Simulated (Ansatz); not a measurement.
Reaction (substitution at a C–O bond): `COC(C)S` + `BN[SiH2]F` → `BN(C)[SiH2]F` + `CC(O)S`

Gas-phase electronic energies from Ansatz, PBE0-D4/def2-TZVP geometries. CCSD(T)/CBS adds triple-zeta CCSD(T) − MP2 to the extrapolated MP2 energy (def2 sets, frozen cores). DFT in def2-TZVPP. B3LYP here is the variant with VWN-RPA as its local correlation; programs differ in this. Each species was taken in one conformer, which may not be the lowest.

`COC(C)S`:

```xyz
13

C    -1.627   -0.034    1.089
O    -0.425   -0.571    0.597
C     0.341    0.318   -0.152
C     1.705   -0.297   -0.343
S    -0.432    0.791   -1.749
H    -1.438    0.836    1.732
H    -2.108   -0.815    1.678
H    -2.290    0.267    0.271
H     0.422    1.284    0.368
H     1.619   -1.241   -0.886
H     2.155   -0.503    0.631
H     2.353    0.374   -0.906
H    -0.275   -0.410   -2.330
```

`BN[SiH2]F`:

```xyz
9

B    -0.016   -1.210   -0.975
N     0.525   -0.050   -0.398
Si   -0.184    0.854    0.891
F    -0.929    2.150    0.326
H    -1.048   -1.637   -0.544
H     0.559   -1.751   -1.874
H     1.396    0.291   -0.781
H     0.880    1.349    1.793
H    -1.184    0.003    1.562
```

`BN(C)[SiH2]F`:

Z-matrix (Å, degrees):
```
C
N 1 1.462
H 1 1.094 2 111.0
H 1 1.090 2 109.6 3 119.9
H 1 1.093 2 111.0 3 -120.2
Si 2 1.733 1 117.0 3 56.0
B 2 1.399 1 121.9 3 -123.6
F 6 1.599 2 109.4 1 64.4
H 6 1.482 2 109.4 1 -51.0
H 6 1.474 2 109.7 1 -176.2
H 7 1.197 2 119.1 1 -179.1
H 7 1.198 2 119.4 1 1.2
```

`CC(O)S`:

Cartesian coordinates in Å:
```
C -0.251 -0.877 0.416
C -0.173 0.358 -0.457
O 1.106 0.517 -1.028
S -0.603 1.873 0.426
H -1.246 -0.988 0.846
H -0.031 -1.774 -0.173
H 0.478 -0.812 1.227
H -0.942 0.307 -1.241
H 1.360 -0.324 -1.423
H 0.302 1.720 1.408
```

| level | ΔE (kJ/mol) |
| --- | --- |
| B3LYP-D4 | 11.5 |
| B2PLYP | 11.1 |
| PBE | 9.6 |
| MP2/def2-TZVPP | 6.4 |

**Question.** What does CCSD(T)/CBS give? (An estimate is asked.)

**Answer.** Computed: +6.5 kJ/mol. The listed levels differ from it by 5.0, 4.6, 3.1, -0.1 kJ/mol.

Largest T1 diagnostic among the species: 0.012.

In def2-TZVPP, CCSD(T) changes the Hartree–Fock value by −8.6 kJ/mol (the triples alone add −0.1 kJ/mol) and MP2 by −9.6 kJ/mol.
